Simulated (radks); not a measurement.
Values are calculated unless marked as measured or tabulated.
Question: Species: Pd III. Configuration: [Kr] 4d8. Code: a radial shooting solver on a logarithmic mesh with Libxc functionals. Model: Dirac Kohn-Sham, LDA (Slater exchange, Perdew-Wang correlation), spin-unpolarised, spherical densities, finite nucleus; open shells fill j = l - 1/2 first; Fermi nuclear charge, rms radius 4.5318 fm.

Spin-orbit splittings of the eigenvalues, e(l+1/2) - e(l-1/2), with zeta = 2 splitting/(2l+1) and mean radii in bohr:

shell  occ.  splitting (eV)  zeta (eV)  <r> j=l-1/2  <r> j=l+1/2
2p        6           159.1      106.1       0.1172       0.1222
3p        6           27.75      18.50       0.3717       0.3825
3d       10           5.539      2.216       0.3558       0.3593
4p        6               ?          ?        1.012        1.043
4d        8          0.5310     0.2124        1.366        1.383

Estimate the 4p splitting.

Answer: 4.576 eV (zeta = 3.050 eV).
